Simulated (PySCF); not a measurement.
Methyl(phenyl)(1-phenylvinyl)phosphine oxide (C15H15OP): Computed beside measured shifts

System: Methyl(phenyl)(1-phenylvinyl)phosphine oxide (C15H15OP), SMILES C=C(c1ccccc1)[P@](C)(=O)c1ccccc1.

Atom-mapped SMILES (hydrogens are numbered by the atom that bears them): [CH2:1]=[C:2]([c:3]1[cH:4][cH:5][cH:6][cH:7][cH:8]1)[P@:9]([CH3:10])(=[O:11])[c:12]1[cH:13][cH:14][cH:15][cH:16][cH:17]1

Computed with GIAO KT3/pcSseg-2, gas phase, PySCF SCF with an in-house response code, fitting set def2-universal-JFIT, grid level 2, non-relativistic, geometry: PBE0-D3(BJ)/def2-SVP.

One optimised conformer. Values are averaged over the atoms that symmetry or fast rotation interchanges, on this one geometry and without vibrational averaging. Shifts are the reference shielding less the shielding here, at the same level (13C, 1H against isolated TMS; 17O against isolated H2O; 31P against isolated H3PO4); nuclei without a reference have shieldings only.

Problem. What shifts does this level give for P9, and how do they compare with measurement?

Solution. 
```
atom  nucleus  computed / ppm  measured / ppm  computed less measured  measured against  medium of the measurement
  P9      31P             0.9            30.7                   -29.8        85 % H3PO4                      CDCl3
```

Computed 19F and 31P shifts carry an offset from the reference molecule (CFCl3 is hard for DFT, lone H3PO4 or PH3 isn't the 85 % acid), so differences between compounds are more accurate than the values.

Measured values: supporting information or article, doi 10.1039/d0sc01049a.
